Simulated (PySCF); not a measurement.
C₇H₇F.
SMILES: `C1[C@@H]([C@]21C[C@H]2C#C)F`

A linear-response calculation (PySCF, def2-SVPD basis, gas phase, vertical, core orbitals frozen in the response) gave these numbers; the functional is withheld.

Orbital energies (eV): HOMO-3 -10.14, HOMO-2 -9.95, HOMO-1 -9.14, HOMO -8.68, LUMO 1.27, LUMO+1 1.67, LUMO+2 1.77.

```csv
state,E (eV),f,"main configurations (H = HOMO, L = LUMO)"
S1,6.22,0.0004,"H→L+2 (36%), H→L+5 (26%)"
S2,6.53,0.029,"H→L+4 (17%), H→L (16%), H-1→L+2 (14%)"
S3,6.63,0.0030,"H-1→L+4 (24%), H-1→L (21%), H-1→L+1 (18%)"
S4,7.33,0.036,"H→L+1 (49%), H→L (32%)"
S5,7.67,0.066,"H-2→L (19%), H→L (16%), H→L+1 (16%)"
S6,7.74,0.028,"H-1→L+1 (52%), H-1→L (16%), H-1→L+2 (8%)"
```

Triplets (Tamm–Dancoff): T1 5.19 eV, H→L+4 (17%), H→L (15%), H→L+1 (12%); T2 5.67 eV, H→L+2 (24%), H→L+5 (22%), H-1→L+4 (10%); T3 5.70 eV, H-1→L+5 (23%), H-1→L+2 (21%), H→L+4 (10%); T4 6.36 eV, H-1→L (18%), H-1→L+4 (18%), H-1→L+1 (13%).

Vertical ionisation energy by ΔSCF with the same functional: 9.48 eV. Mean static polarisability: 78.1 au.

Question: Which of these was used?
A. PBE
B. CAM-B3LYP
C. B3LYP
D. HF

Answer: B. CAM-B3LYP is range-separated, 19% exact exchange at short range and 65% at long range (ω = 0.33 bohr⁻¹). In this run −ε(HOMO) = 8.68 eV differs from the ΔSCF value by -0.80 eV, and S1 differs from the orbital gap of 9.95 eV by -3.73 eV. The ratio −ε(HOMO)/IP is 0.92. Small neutral molecules mostly give 0.85 to 0.93 with CAM-B3LYP, 0.5 to 0.7 with PBE, 0.67 to 0.83 with B3LYP; Hartree–Fock can't fall below 1, since the ion's relaxation only lowers the ΔSCF value.

Method used: TDDFT CAM-B3LYP/def2-SVPD, vertical, gas phase, core orbitals frozen in the response in PySCF. Isolated species at its PBE0-D3(BJ)/def2-SVP geometry, gas phase.

The run took 3.1 min of wall time on one thread, Arm Neoverse V1 (shared host).
